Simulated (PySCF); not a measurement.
SMILES C[SiH2]OB(O)O (PBE0/def2-SVP optimised geometry):

```
13

Si    -1.364    -0.531    -0.005
C     -1.627    -2.378    -0.003
O      0.297    -0.272     0.002
B      0.991     0.903     0.000
O      2.357     0.903     0.000
O      0.316     2.087     0.000
H     -1.975     0.089     1.209
H     -1.964     0.085    -1.226
H     -1.173    -2.840    -0.892
H     -1.178    -2.837     0.891
H     -2.703    -2.614    -0.005
H      2.703     0.006    -0.001
H      0.914     2.840    -0.003
```

Calculation: PySCF 2.14.0 with PBE0/def2-TZVP.

Task: What are the frontier orbital energies and the dipole moment?

Result: HOMO-2 -9.31 eV, HOMO-1 -8.84 eV, HOMO -8.68 eV, LUMO 0.47 eV, LUMO+1 1.07 eV; dipole moment 1.11 D.

On the same geometry PBE/def2-TZVP run with PySCF gives HOMO-2 -7.57 eV, HOMO-1 -7.43 eV, HOMO -7.21 eV, LUMO -0.38 eV, LUMO+1 0.30 eV; dipole moment 1.11 D.

Meta-Löwdin charges at PBE0/def2-TZVP: Si1 0.89, C2 -0.61, O3 -0.64, B4 0.58, O5 -0.55, O6 -0.55, H7 -0.12, H8 -0.12, H9 0.13, H10 0.13, H11 0.13, H12 0.36, H13 0.36.
